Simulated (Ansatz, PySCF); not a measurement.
Breaking a bond: GaH, singlet.

- UCCSD(T) = CCSD(T) on UHF/cc-pVQZ, cores with 3d frozen in Ansatz (a program for electronic structure)
- RKS-B3LYP/6-31G* = restricted B3LYP/6-31G*, spherical d run with PySCF
- FCI = full CI/cc-pVQZ, cores with 3d frozen run with Ansatz

Energies relative to the lowest point of each curve near equilibrium, in kJ/mol:

| R / Å | UCCSD(T) | RKS-B3LYP/6-31G* |
|---|---|---|
| 1.26 | 158.4 | 161.3 |
| 1.32 | 105.8 | 108.9 |
| 1.42 | 47.7 | 50.6 |
| 1.51 | 18.2 | 20.6 |
| 1.68 | 0.0 | 0.1 |
| 1.84 | 8.7 | 6.5 |
| 2.10 | 46.1 | 41.5 |
| 2.27 | 76.2 | 71.4 |
| 2.52 | 121.5 | 117.3 |
| 2.76 | 162.2 | 159.6 |
| 4.20 | 280.4 | 329.8 |
| 5.86 | 285.6 | 399.8 |

What does FCI give at the same points?

1.26: 158.1; 1.32: 105.6; 1.42: 47.6; 1.51: 18.2; 1.68: 0.0; 1.84: 8.6; 2.10: 45.8; 2.27: 75.8; 2.52: 120.0; 2.76: 159.1; 4.20: 275.8; 5.86: 286.4 (kJ/mol).

The unrestricted determinant behind UCCSD(T) is spin-contaminated at 1.26 to 1.56, 2.52 to 6.63 Å (<S²> up to 1.0, against 0.00 for a pure singlet). The restricted form behind RKS-B3LYP/6-31G* keeps the bonding electrons paired and can't separate into open-shell fragments.
